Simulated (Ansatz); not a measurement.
This singlet lies 1.52 eV below the relaxed triplet at the level frozen-core CCSD(T)/cc-pVTZ // PBE0-D3(BJ)/def2-TZVP (Ansatz, a program for electronic structure).

A geometry relaxed with PBE0-D3(BJ)/def2-TZVP run with Ansatz, charge 0, multiplicity 1:

```xyz
5

C      0.7996    -0.5313     0.0425
H      1.4808     0.3412    -0.0026
H     -0.6713     0.9297    -0.0652
H     -1.1986    -0.6866     0.0271
N     -0.4105    -0.0530    -0.0019
```

Q: Write the SMILES of this molecule.

A: `[CH]N`
